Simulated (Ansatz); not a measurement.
A set of 12 reactions (β-hydride elimination), with CCSD(T)/CBS values in kJ/mol:

| reaction | ΔE |
| --- | --- |
| `CO[Si](O)(Cl)Br` → `O[SiH](Cl)Br` + `C=O` | 221.4 |
| `COB(C)OC` → `CBOC` + `C=O` | 237.6 |
| `CC[Se][SiH3]` → `[SiH3][SeH]` + `C=C` | 104.1 |
| `CC[SiH2]SC` → `CS[SiH3]` + `C=C` | 143.5 |
| `CC(C)B(O)O` → `OBO` + `C=CC` | 130.2 |
| `C[O][Ga]([F])[SH]` → `[F][GaH][SH]` + `C=O` | 155.3 |
| `CO[Si](C)(F)[SeH]` → `C[SiH](F)[SeH]` + `C=O` | 219.3 |
| `C[O][AlH][S][SiH3]` → `[AlH2][S][SiH3]` + `C=O` | 241.9 |
| `C[O][In]([SH])[SH]` → `[SH][InH][SH]` + `C=O` | 130.9 |
| `CC[TeH]` → H₂Te + `C=C` | 113.3 |
| `C[CH2][MgH]` → `[MgH2]` + `C=C` | 114.1 |
| `C[O][Zn][F]` → `[F][ZnH]` + `C=O` | 120.1 |

Calculated with Ansatz (gas phase, PBE0-D4/def2-TZVP geometries, no zero-point term in ΔE). CCSD(T)/CBS is the MP2 limit (def2-TZVPP, def2-QZVPP) plus CCSD(T) − MP2 in def2-TZVPP, frozen cores. This one scheme is used for every species. DFT in def2-TZVPP. B3LYP here is the variant with VWN-RPA as its local correlation; programs differ in this. def2 core potentials past Kr. For Br, Ga, In, Mg, Se, Te, Zn outer-core shells are correlated without core-valence functions, which leaves a few kJ/mol of doubt a bond. Scalar relativity is left out up to krypton. One conformer a species, not always the lowest.

Q: Give the mean, mean absolute and largest difference (level minus CCSD(T)/CBS, kJ/mol) for: PBE-D4, r2SCAN-D4, B3LYP-D4, ωB97X-V, ωB97M-V, PBE, r2SCAN, B3LYP, HF/def2-TZVPP, CCSD/def2-TZVPP, HF/def2-QZVPP, MP2/def2-QZVPP, SCS-MP2/def2-QZVPP, CCSD/CBS(def2). (Best estimate.)

A: The calculation gave: 
```json
{"level": "PBE-D4", "mean": "-2.6", "mean absolute": "7.8", "largest": "-11.9"}
{"level": "r2SCAN-D4", "mean": "4.4", "mean absolute": "5.1", "largest": "9.5"}
{"level": "B3LYP-D4", "mean": "-9.4", "mean absolute": "9.4", "largest": "-16.9"}
{"level": "ωB97X-V", "mean": "2.5", "mean absolute": "4.3", "largest": "10.7"}
{"level": "ωB97M-V", "mean": "-2.0", "mean absolute": "4.2", "largest": "-12.6"}
{"level": "PBE", "mean": "-11.4", "mean absolute": "11.8", "largest": "-22.4"}
{"level": "r2SCAN", "mean": "1.9", "mean absolute": "3.2", "largest": "5.9"}
{"level": "B3LYP", "mean": "-23.4", "mean absolute": "23.4", "largest": "-28.7"}
{"level": "HF/def2-TZVPP", "mean": "-30.4", "mean absolute": "30.4", "largest": "-40.7"}
{"level": "CCSD/def2-TZVPP", "mean": "-6.2", "mean absolute": "6.2", "largest": "-14.2"}
{"level": "HF/def2-QZVPP", "mean": "-30.1", "mean absolute": "30.1", "largest": "-40.0"}
{"level": "MP2/def2-QZVPP", "mean": "9.3", "mean absolute": "9.3", "largest": "14.1"}
{"level": "SCS-MP2/def2-QZVPP", "mean": "-3.5", "mean absolute": "4.0", "largest": "-8.1"}
{"level": "CCSD/CBS(def2)", "mean": "-0.9", "mean absolute": "1.4", "largest": "-2.9"}
```

The largest T1 diagnostic in the set is 0.018, for `[F][ZnH]` (customary mark 0.02).

CCSD(T)/CBS is a level of theory with its own doubt, and the functionals carry their triple-zeta basis error, so these figures describe this set and don't rank the functionals.
